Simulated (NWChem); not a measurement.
System: C4H4OS; SMILES C=C1SCC1=O

Excerpt of the output:

```
             Northwest Computational Chemistry Package (NWChem) 7.3.0
             --------------------------------------------------------

 CS  symmetry detected

                             Geometry "geometry" -> ""
                             -------------------------

 Output coordinates in angstroms (scale by  1.889725989 to convert to a.u.)

  No.       Tag          Charge          X              Y              Z
 ---- ---------------- ---------- -------------- -------------- --------------
    1 C                    6.0000     2.08786849    -0.33569296     0.00000000
    2 C                    6.0000     0.78931813    -0.02548158     0.00000000
    3 S                   16.0000    -0.15698758     1.47859604     0.00000000
    4 C                    6.0000    -1.48376154     0.20193923     0.00000000
    5 C                    6.0000    -0.42306317    -0.90250139     0.00000000
    6 O                    8.0000    -0.54062001    -2.09186384     0.00000000
    7 H                    1.0000     2.87702544     0.41902810     0.00000000
    8 H                    1.0000     2.37034247    -1.39176285     0.00000000
    9 H                    1.0000    -2.11638899     0.21026458    -0.90050900
   10 H                    1.0000    -2.11638899     0.21026458     0.90050900

 Effective nuclear repulsion energy (a.u.)     266.5858859949

      Symmetry information
      --------------------

 Group name             Cs
 Group number              2
 Group order               2
 No. of unique centers     9

                                 NWChem DFT Module
                                 -----------------

 Summary of "ao basis" -> "ao basis" (spherical)
 ------------------------------------------------------------------------------
       Tag                 Description            Shells   Functions and Types
 ---------------- ------------------------------  ------  ---------------------
 C                           6-31g*                  6       14   3s2p1d
 S                           6-31g*                  8       18   4s3p1d
 O                           6-31g*                  6       14   3s2p1d
 H                           6-31g*                  2        2   2s

      Symmetry analysis of basis
      --------------------------

        a'         69
        a"         27

            General Information
            -------------------
          SCF calculation type: DFT
          Wavefunction type:  closed shell.
          No. of atoms     :    10
          No. of electrons :    52
           Alpha electrons :    26
            Beta electrons :    26
          Charge           :     0
          Spin multiplicity:     1
          Use of symmetry is: on ; symmetry adaption is: on
          Maximum number of iterations: 150
          AO basis - number of functions:    96
                     number of shells:    46
          Convergence on energy requested:  1.00D-06
          Convergence on density requested:  1.00D-05
          Convergence on gradient requested:  5.00D-04

              XC Information
              --------------
                       PW6B95 Method XC Functional
                     Hartree-Fock (Exact) Exchange  0.280
                    PW6B95 GGA Exchange Functional  0.720
                      PW6B95 Correlation Potential  1.000

             Grid Information
             ----------------
          Grid used for XC integration:  medium
          Radial quadrature: Mura-Knowles
          Angular quadrature: Lebedev.
          Tag              B.-S. Rad. Rad. Pts. Rad. Cut. Ang. Pts.
          ---              ---------- --------- --------- ---------
          C                   0.70       49          11.0       434
          S                   1.00       88          10.0       590
          O                   0.60       49          11.0       434
          H                   0.35       45          12.0       434
          Grid pruning is: on
          Number of quadrature shells:   468
          Spatial weights used:  Erf1

      Superposition of Atomic Density Guess
      -------------------------------------

 Sum of atomic energies:        -624.84397994

      Non-variational initial energy
      ------------------------------

 Total energy =    -628.012656
 1-e energy   =   -1386.854138
 2-e energy   =     492.255595
 HOMO         =      -0.241139
 LUMO         =      -0.057697

      Symmetry analysis of molecular orbitals - initial
      -------------------------------------------------

  Numbering of irreducible representations:

     1 a'          2 a"

  Orbital symmetries:

     1 a'          2 a'          3 a'          4 a'          5 a'
     6 a'          7 a'          8 a'          9 a'         10 a"
    11 a'         12 a'         13 a'         14 a'         15 a'
    16 a'         17 a'         18 a'         19 a"         20 a'
    21 a"         22 a'         23 a'         24 a"         25 a'
    26 a"         27 a"         28 a'         29 a'         30 a"
    31 a'         32 a'         33 a"         34 a'         35 a'
    36 a'

     ---------------------------------------------
      Total Density - Mulliken Population Analysis
     ---------------------------------------------

    Atom       Charge   Shell Charges
 -----------   ------   -------------------------------------------------------
    1 C    6     6.50   2.00  0.74  1.96  0.63  1.15  0.03
    2 C    6     6.04   2.00  0.73  1.76  0.55  0.96  0.04
    3 S   16    15.95   2.00  2.00  5.98  1.33  2.95  0.49  1.15  0.05
    4 C    6     6.50   2.00  0.71  1.86  0.70  1.20  0.03
    5 C    6     5.12   2.00  0.70  1.50  0.44  0.40  0.09
    6 O    8     8.84   2.00  0.95  3.10  0.94  1.82  0.02
    7 H    1     0.77   0.46  0.31
    8 H    1     0.76   0.46  0.31
    9 H    1     0.76   0.46  0.30
   10 H    1     0.76   0.46  0.30

   convergence    iter        energy       DeltaE   RMS-Dens  Diis-err
 ---------------- ----- ----------------- --------- --------- ---------
 d= 0,ls=0.0,diis     1   -628.6474382765 -8.95D+02  2.06D-02  1.07D+00
 d= 0,ls=0.0,diis     2   -628.3029585810  3.44D-01  1.45D-02  4.78D+00
 d= 0,ls=0.0,diis     3   -628.7837646443 -4.81D-01  2.37D-03  3.22D-02
 d= 0,ls=0.0,diis     4   -628.7856473957 -1.88D-03  1.34D-03  1.38D-02
 d= 0,ls=0.0,diis     5   -628.7873515152 -1.70D-03  2.54D-04  7.20D-04
  Resetting Diis
 d= 0,ls=0.0,diis     6   -628.7874429067 -9.14D-05  7.71D-05  8.29D-05
 d= 0,ls=0.0,diis     7   -628.7874519146 -9.01D-06  7.68D-05  1.12D-05
 d= 0,ls=0.0,diis     8   -628.7874486910  3.22D-06  4.45D-05  3.54D-05
 d= 0,ls=0.0,diis     9   -628.7874536191 -4.93D-06  5.40D-06  3.71D-07
 d= 0,ls=0.0,diis    10   -628.7874536602 -4.12D-08  1.69D-06  2.35D-08

         Total DFT energy =     -628.787453660228
      One electron energy =    -1390.492601284334
           Coulomb energy =      553.228858760812
    Exchange-Corr. energy =      -58.109597131646
 Nuclear repulsion energy =      266.585885994940

 Numeric. integr. density =       52.000003446642

                  Occupations of the irreducible representations
                  ----------------------------------------------

                     irrep           alpha         beta
                     --------     --------     --------
                     a'               21.0         21.0
                     a"                5.0          5.0

                       DFT Final Molecular Orbital Analysis
                       ------------------------------------

 Vector   24  Occ=2.000000D+00  E=-3.404589D-01  Symmetry=a"
              MO Center=  5.3D-01,  5.6D-02, -1.2D-15, r^2= 3.1D+00
   Bfn.  Coefficient  Atom+Function         Bfn.  Coefficient  Atom+Function
  ----- ------------  ---------------      ----- ------------  ---------------
    37      0.354844   3 S  pz               19      0.347247   2 C  pz
     5      0.255517   1 C  pz               23      0.243600   2 C  pz
    79     -0.229918   6 O  pz               41      0.172884   3 S  pz
    83     -0.156145   6 O  pz                9      0.148952   1 C  pz
    33     -0.135605   3 S  pz               51     -0.090718   4 C  pz

 Vector   25  Occ=2.000000D+00  E=-2.879985D-01  Symmetry=a'
              MO Center= -4.4D-01, -1.3D+00,  2.4D-16, r^2= 2.4D+00
   Bfn.  Coefficient  Atom+Function         Bfn.  Coefficient  Atom+Function
  ----- ------------  ---------------      ----- ------------  ---------------
    77      0.536103   6 O  px               81      0.376338   6 O  px
    20     -0.280647   2 C  s                52      0.247829   4 C  s
    17      0.185980   2 C  px               50     -0.185561   4 C  py
    49      0.172478   4 C  px               18      0.154238   2 C  py
    63     -0.152873   5 C  px               53      0.148061   4 C  px

 Vector   26  Occ=2.000000D+00  E=-2.445172D-01  Symmetry=a"
              MO Center=  4.5D-01,  7.7D-01, -3.8D-16, r^2= 3.3D+00
   Bfn.  Coefficient  Atom+Function         Bfn.  Coefficient  Atom+Function
  ----- ------------  ---------------      ----- ------------  ---------------
    37      0.585643   3 S  pz               41      0.348683   3 S  pz
     5     -0.308916   1 C  pz                9     -0.252876   1 C  pz
    33     -0.217304   3 S  pz               19     -0.176068   2 C  pz
    23     -0.107720   2 C  pz               94      0.107785   9 H  s
    96     -0.107785  10 H  s                79      0.090794   6 O  pz

 Vector   27  Occ=0.000000D+00  E=-6.100314D-02  Symmetry=a"
              MO Center=  3.8D-01, -6.7D-01,  1.9D-17, r^2= 3.5D+00
   Bfn.  Coefficient  Atom+Function         Bfn.  Coefficient  Atom+Function
  ----- ------------  ---------------      ----- ------------  ---------------
     9      0.410057   1 C  pz               65     -0.368227   5 C  pz
    79      0.334544   6 O  pz                5      0.323069   1 C  pz
    83      0.323892   6 O  pz               69     -0.297867   5 C  pz
    23     -0.275396   2 C  pz               94     -0.215722   9 H  s
    96      0.215722  10 H  s                19     -0.189451   2 C  pz

 Vector   28  Occ=0.000000D+00  E= 8.873729D-03  Symmetry=a'
              MO Center= -2.5D-01,  1.2D+00, -1.6D-15, r^2= 3.1D+00
   Bfn.  Coefficient  Atom+Function         Bfn.  Coefficient  Atom+Function
  ----- ------------  ---------------      ----- ------------  ---------------
    39      0.876968   3 S  px               52      0.735498   4 C  s
    20     -0.613905   2 C  s                35      0.457407   3 S  px
    54      0.419563   4 C  py               22     -0.293712   2 C  py
    50      0.267960   4 C  py               53      0.251892   4 C  px
    18     -0.215021   2 C  py               90      0.189103   7 H  s

 Vector   29  Occ=0.000000D+00  E= 6.604846D-02  Symmetry=a'
              MO Center= -5.2D-02,  6.1D-01, -7.9D-16, r^2= 4.3D+00
   Bfn.  Coefficient  Atom+Function         Bfn.  Coefficient  Atom+Function
  ----- ------------  ---------------      ----- ------------  ---------------
    40     -0.887749   3 S  py               38      0.809577   3 S  s
    66     -0.773014   5 C  s                54     -0.640801   4 C  py
    22     -0.575910   2 C  py               20     -0.547143   2 C  s
    68     -0.454136   5 C  py               92     -0.454198   8 H  s
    36     -0.342541   3 S  py               52     -0.339277   4 C  s

     ---------------------------------------------
      Total Density - Mulliken Population Analysis
     ---------------------------------------------

    Atom       Charge   Shell Charges
 -----------   ------   -------------------------------------------------------
    1 C    6     6.38   2.00  0.69  2.06  0.61  1.00  0.03
    2 C    6     6.11   2.00  0.70  2.01  0.52  0.85  0.04
    3 S   16    15.82   2.00  2.00  5.97  1.37  3.02  0.48  0.92  0.07
    4 C    6     6.54   2.00  0.67  2.06  0.70  1.07  0.04
    5 C    6     5.60   2.00  0.70  1.94  0.39  0.47  0.10
    6 O    8     8.37   2.00  0.93  2.87  0.93  1.61  0.03
    7 H    1     0.82   0.52  0.30
    8 H    1     0.81   0.52  0.29
    9 H    1     0.78   0.52  0.26
   10 H    1     0.78   0.52  0.26

     -------------------------------------------
      Total Density - Lowdin Population Analysis
     -------------------------------------------

    Atom       Charge   Shell Charges
 -----------   ------   -------------------------------------------------------
    1 C    6     6.25   1.99  0.56  1.86  0.44  1.34  0.06
    2 C    6     6.18   1.99  0.56  1.83  0.41  1.29  0.11
    3 S   16    15.80   2.00  1.99  5.90  1.07  2.78  0.58  1.41  0.08
    4 C    6     6.35   1.99  0.58  1.88  0.45  1.37  0.08
    5 C    6     5.90   1.98  0.53  1.73  0.37  1.04  0.24
    6 O    8     8.15   1.99  0.86  2.72  0.70  1.83  0.06
    7 H    1     0.85   0.49  0.36
    8 H    1     0.84   0.48  0.36
    9 H    1     0.84   0.49  0.35
   10 H    1     0.84   0.49  0.35

     Multipole analysis of the density
     ---------------------------------

     L   x y z        total         alpha         beta         nuclear
     -   - - -        -----         -----         ----         -------
     0   0 0 0     -0.000000    -26.000000    -26.000000     52.000000

     1   1 0 0      0.018960      0.009480      0.009480     -0.000000
     1   0 1 0      0.435959      0.217979      0.217979     -0.000000
     1   0 0 1      0.000000      0.000000      0.000000      0.000000

     2   2 0 0    -25.400276   -137.264177   -137.264177    249.128079
     2   1 1 0     -1.478392      1.908708      1.908708     -5.295808
     2   1 0 1      0.000000      0.000000      0.000000      0.000000
     2   0 2 0    -35.872544   -157.207546   -157.207546    278.542548
     2   0 1 1     -0.000000     -0.000000     -0.000000      0.000000
     2   0 0 2    -31.262054    -18.526862    -18.526862      5.791670
```

Level: PW6B95/6-31G* (spherical d). The geometry was optimised at PBE0/def2-SVP.

### Question
Which NWChem input produces such a log?

### Answer
One answer among several that fit: the input that was run:
```
start job
memory heap 200 mb stack 900 mb global 1100 mb
geometry units angstroms noautoz
  C      2.101248    -0.215458     0.000000
  C      0.788468     0.027591     0.000000
  S     -0.233904     1.481035     0.000000
  C     -1.493297     0.137863     0.000000
  C     -0.377227    -0.910592     0.000000
  O     -0.433489    -2.104425     0.000000
  H      2.850565     0.578832     0.000000
  H      2.437636    -1.255611     0.000000
  H     -2.125516     0.113657    -0.900509
  H     -2.125516     0.113657     0.900509
end
basis spherical
  * library 6-31g*
end
dft
  xc pw6b95
  iterations 150
  mulliken
end
task dft energy
```
